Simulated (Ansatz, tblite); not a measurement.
Forces on B(NH2Me)Me3 (C₄H₁₄BN) at its PBE-D4/def2-SVP geometry. The state is a singlet with charge 0.

The xTB rows come from tblite.

GFN1-xTB (tblite), largest force 1.00 eV/Å:

```xyz
20
positions Å, forces eV/Å
B    -0.366   -0.365    0.061   -0.090   -0.057   -0.115
C     1.524    1.543   -0.348   -0.002    0.083   -0.339
C     0.326   -1.339   -1.045    0.140   -0.529   -0.432
C    -1.536    0.598   -0.535   -0.609    0.250   -0.228
C    -0.818   -1.155    1.414   -0.278   -0.405    0.521
N     0.850    0.657    0.623    0.436    0.199    0.880
H     1.541    0.047    1.087   -0.362    0.384   -0.441
H     0.423    1.215    1.378    0.239   -0.242   -0.598
H     2.300    2.173    0.131   -0.432   -0.388   -0.110
H     1.987    0.922   -1.135   -0.166    0.249    0.404
H     0.766    2.191   -0.823    0.327   -0.263    0.279
H    -0.408   -2.113   -1.359    0.342    0.409    0.178
H     1.209   -1.900   -0.659   -0.510    0.452   -0.144
H     0.642   -0.827   -1.981   -0.174   -0.174    0.616
H    -2.413   -0.025   -0.815    0.463    0.281    0.149
H    -1.254    1.154   -1.457   -0.024   -0.332    0.574
H    -1.919    1.345    0.199    0.365   -0.452   -0.385
H    -1.220   -0.487    2.211    0.321   -0.304   -0.538
H    -0.001   -1.760    1.874   -0.406    0.455   -0.337
H    -1.632   -1.874    1.180    0.419    0.383    0.068
```

GFN2-xTB (tblite), largest force 0.74 eV/Å:

```
B 0.170 0.159 0.013
C -0.097 -0.070 -0.096
C 0.099 -0.499 -0.423
C -0.581 0.207 -0.237
C -0.306 -0.409 0.435
N 0.399 0.276 0.429
H -0.342 0.245 -0.384
H 0.120 -0.236 -0.504
H -0.393 -0.323 -0.226
H -0.222 0.321 0.443
H 0.401 -0.327 0.285
H 0.496 0.475 0.170
H -0.558 0.422 -0.232
H -0.200 -0.299 0.646
H 0.536 0.432 0.163
H -0.140 -0.365 0.627
H 0.310 -0.474 -0.472
H 0.300 -0.415 -0.528
H -0.513 0.433 -0.304
H 0.523 0.449 0.195
```

PBE-D4/def2-TZVP (Ansatz), largest force 0.41 eV/Å:

```
B -0.007 0.002 -0.033
C 0.151 0.223 -0.311
C 0.030 -0.128 -0.135
C -0.155 0.065 -0.084
C -0.087 -0.117 0.123
N -0.019 -0.106 0.351
H -0.110 0.134 -0.124
H 0.093 -0.077 -0.176
H -0.216 -0.182 -0.107
H -0.116 0.147 0.228
H 0.188 -0.169 0.151
H 0.191 0.184 0.072
H -0.206 0.133 -0.095
H -0.072 -0.128 0.235
H 0.209 0.165 0.068
H -0.069 -0.132 0.232
H 0.091 -0.172 -0.177
H 0.096 -0.160 -0.186
H -0.195 0.144 -0.105
H 0.204 0.176 0.074
```
